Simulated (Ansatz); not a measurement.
Geometry optimisation, Ansatz 0.2.0, DFT PBE, scalar-relativistic, plane waves, PAW.

Input file:

```yaml
crystal:
  lattice:
    - [0.0, 5.43, 5.43]
    - [5.43, 0.0, 5.43]
    - [5.43, 5.43, 0.0]
  atoms:
    - { symbol: Si, position: [0.0, 0.0, 0.0] }
    - { symbol: Si, position: [0.125, 0.125, 0.125] }
    - { symbol: Si, position: [0.0, 0.0, 0.5] }
    - { symbol: Si, position: [0.125, 0.125, 0.625] }
    - { symbol: Si, position: [0.0, 0.5, 0.0] }
    - { symbol: Si, position: [0.125, 0.625, 0.125] }
    - { symbol: Si, position: [0.0, 0.5, 0.5] }
    - { symbol: Si, position: [0.125, 0.625, 0.625] }
    - { symbol: Si, position: [0.5, 0.0, 0.0] }
    - { symbol: Si, position: [0.625, 0.125, 0.125] }
    - { symbol: Si, position: [0.5, 0.0, 0.5] }
    - { symbol: Si, position: [0.625, 0.125, 0.625] }
    - { symbol: Si, position: [0.5, 0.5, 0.0] }
    - { symbol: Si, position: [0.625, 0.625, 0.125] }
    - { symbol: Si, position: [0.5, 0.5, 0.5] }
    - { symbol: Si, position: [0.625, 0.625, 0.625] }
    - { symbol: Si, position: [0.31274694, 0.31318632, 0.80123084] }
basis:
  ecutwfc: 420.0
kpoints:
  mp_grid: { grid: [2, 2, 2] }
hamiltonian:
  xc: pbe
  pseudopotentials: { kind: paw, azcp: { folder: soft_1 } }
scf:
  occupations: { method: gaussian, width: 0.02 }
  lower_state_search: "off"
relax:
  f_tol: 0.03
  max_steps: 60
  adjacent_minimum: "off"
```

Run as:

```bash
$ ansatz run input.yaml --threads 1 --pin off --max-ram 3072MiB --backend cpu --events-out ev --progress --plain --runs-dir out
```

**Question.** Where does it end, and by what steps?

**Answer.** It converged. The force dipped under the threshold on the way, but the program's further checks kept it going. Limits of this set-up: coarse k mesh. After 10 steps the energy has fallen by 1.005 eV; Si4 moved furthest, 0.49 Å.

```
step  energy less start (eV)  largest force component (eV/Å)  accepted
   0                  0.0000                           2.579       yes
   1                 -0.7244                           1.091       yes
   2                 -0.9712                           0.135       yes
   3                 -0.9859                           0.119       yes
   4                 -0.9938                           0.048       yes
   5                 -0.9930                           0.103        no
   6                 -0.9965                           0.021       yes
   7                 -1.0001                           0.084       yes
   8                 -1.0030                           0.070       yes
   9                 -1.0055                           0.022       yes
  10                 -1.0055                           0.022       yes
```

```xyz
17
Lattice="0.0000 5.4300 5.4300 5.4300 0.0000 5.4300 5.4300 5.4300 0.0000" Properties=species:S:1:pos:R:3
Si 0.062 0.062 -0.066
Si 1.455 1.455 1.193
Si 2.960 2.960 0.251
Si 4.355 4.355 1.638
Si 2.752 -0.066 2.656
Si 4.053 1.299 4.015
Si 5.490 2.652 2.780
Si 6.884 3.906 4.179
Si -0.066 2.751 2.656
Si 1.299 4.053 4.015
Si 2.652 5.490 2.780
Si 3.906 6.884 4.179
Si 2.581 2.581 5.299
Si 3.937 3.937 6.657
Si 5.367 5.367 5.474
Si 6.730 6.730 6.775
Si 5.933 5.933 3.219
```

Run time: 53 s on 1 thread of Arm Neoverse V1, on a shared host, peak memory 0.5 GiB.
